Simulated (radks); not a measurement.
All-electron atom: Ti in [Ar] 3d2 4s2. Method: scalar-relativistic Kohn-Sham, r2SCAN, spin-polarised, spherical densities, finite nucleus; open shells are filled with parallel spins first; meta-GGA in the generalised Kohn-Sham scheme; Fermi nuclear charge, rms radius 3.5921 fm; computed with a radial shooting solver on a logarithmic mesh with Libxc functionals.

Local quantities along the radius. ELF = 1/(1 + alpha^2) is the electron localisation function; alpha = (tau - tau_W)/tau_unif compares the Pauli kinetic energy density with that of the uniform gas (summed over spins). tau is taken from the large components.

```
   r/bohr * ELF (the largest magnitude, 1, reaches the edge; | marks zero)
 0.003988 |                                                      *
 0.005277 |                                                      *
 0.006927 |                                                      *
 0.009165 |                                                      *
  0.01213 |                                                      *
  0.01604 |                                                      *
  0.02123 |                                                      *
  0.02809 |                                                      *
  0.03716 |                                                     *
  0.04878 |                                                    *
  0.06455 |                                           *
   0.0854 |                       *
    0.113 |             *
   0.1495 |                       *
   0.1978 |                                        *
   0.2617 |                                              *
   0.3436 |                                        *
   0.4546 |           *
   0.6015 |         *
   0.7958 |                                       *
    1.053 |                                            *
    1.393 |                                   *
    1.843 |           *
     2.42 |       *
    3.201 |                              *
    4.236 |                                              *
    5.605 |                                                *
    7.416 |                                          *
    9.812 |                  *
```

On this mesh the ELF has minima near r = 0.11, 0.52, 2.1 bohr, which separate the shells, and maxima near 0.26 (0.85), 1.1 (0.83), 5.6 (0.90).
